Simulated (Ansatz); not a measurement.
Ligand exchange: Ge(CH3)Cl3 + C4H7Cl → GeCl4 + C5H10

Species: Ge(CH3)Cl3 (trichloro(methyl)germane), singlet; C4H7Cl (cis-1-chloro-1-butene) `CC/C=C\Cl`, singlet; GeCl4 (germanium tetrachloride) `[Cl][Ge]([Cl])([Cl])[Cl]`, singlet; C5H10 (trans-2-pentene) `C/C=C/CC`, singlet. The partners trade CH3 for Cl: Ge–CH3 and C–Cl bonds give way to Ge–Cl and C–CH3.

Shapes, held fixed at every level: PBE0-D4/def2-TZVP. Flexible molecules stand in one conformer, not always the lowest. Programs: Ansatz 0.2.0. The zero-point and thermal change to 298 K, harmonic and unscaled (PBE0-D4/def2-TZVP), is +2.9 kJ/mol.

**Question.** Estimate ΔH(298 K) of this reaction.

**Answer.** The highest level, CCSD(T)/def2-TZVPP, gives ΔH(298 K) = -67.5 kJ/mol; the levels span -89.9 to -60.9. The column of differences is taken from that level and isn't an error. No measured value is set beside it here. Relativity is left out for Ge. Outer-core shells of Ge are correlated in most correlated rows, in sets that cover them unevenly.

| level | kind | ΔH(298 K) (kJ/mol) | less CCSD(T)/def2-TZVPP |
| --- | --- | --- | --- |
| HF/def2-SVP | Hartree–Fock | -89.9 | -22.4 |
| HF/def2-TZVPP | Hartree–Fock | -83.3 | -15.8 |
| SPW92/def2-TZVPP | LDA | -60.9 | +6.6 |
| PBE0-D4/def2-TZVPP | global hybrid | -67.6 | -0.1 |
| CCSD(T)/def2-SVP | coupled cluster or CI | -84.4 | -16.9 |
| CCSD/def2-SVP | coupled cluster or CI | -85.6 | -18.1 |
| CCSD(T)/def2-TZVPP | coupled cluster or CI | -67.5 | 0.0 |
